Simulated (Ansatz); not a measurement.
Program: Ansatz. Geometries: PBE0-D4/def2-TZVP. ΔE: electronic, gas phase. CCSD(T)/CBS is the MP2 limit (def2-TZVPP, def2-QZVPP) plus CCSD(T) − MP2 in def2-TZVPP, frozen cores. This one scheme is used for every species, atoms too. DFT in def2-TZVPP. Open shells (•) are unrestricted, without spin–orbit coupling. Spin–orbit coupling would lower the free atoms: clearly for Br. For Br outer-core shells are correlated without core-valence functions, so the limit isn't a true one: a few kJ/mol of doubt a bond, and 10 to 20 or more in all where bonds break to atoms. Scalar relativity is left out up to krypton. One conformer a species, not always the lowest.

Consider the homolysis of the B–Br bond: `SB(S)Br` → `S[B]S`• + Br•.

`SB(S)Br`:

Cartesian coordinates in Å:
```
S -0.386 1.218 0.754
B 0.192 -0.295 -0.011
S -0.387 -0.813 -1.625
Br 1.460 -1.452 0.848
H 0.332 1.114 1.884
H -1.211 0.227 -1.849
```

`S[B]S`•:

Z-matrix (Å, degrees):
```
S
B 1 1.749
H 1 1.357 2 100.3
S 2 1.749 1 139.9 3 -0.0
H 4 1.357 2 100.3 1 0.0
```

```json
{"level": "LDA (SPW92)", "ΔE (kJ/mol)": "494.8"}
{"level": "PBE0-D4", "ΔE (kJ/mol)": "430.0"}
```

What does CCSD(T)/CBS give? (Estimate.)

The calculation gave: +447.8 kJ/mol. The listed levels differ from it by 47.0, -17.8 kJ/mol.

Largest T1 diagnostic among the species: 0.017.

Leaving LDA and LC-ωPBE aside and taking each functional with its dispersion term where it has one, the values, not all of them listed here, spread over 26.7 kJ/mol, from BHLYP-D4 to PBE-QIDH. LDA lies +69.3 kJ/mol from PBE without D4, its usual overbinding. From r2SCAN to r2SCAN0 (25 % exact exchange), in def2-TZVPP and without D4, ΔE moves by −5.1 kJ/mol: exact exchange takes away binding that semilocal exchange gives to molecules. The D4 term adds +13.9 kJ/mol with B3LYP and +7.1 kJ/mol with PBE0; it sums over pairs of atoms, weighted by their polarisabilities, and B3LYP, whose exchange is more repulsive, gets the larger term.

B3LYP here is the variant with VWN-RPA as its local correlation; programs differ in this.

CCSD(T)/CBS has its own doubt, a few kJ/mol and more with outer-core shells, so smaller differences from it don't rank the levels.
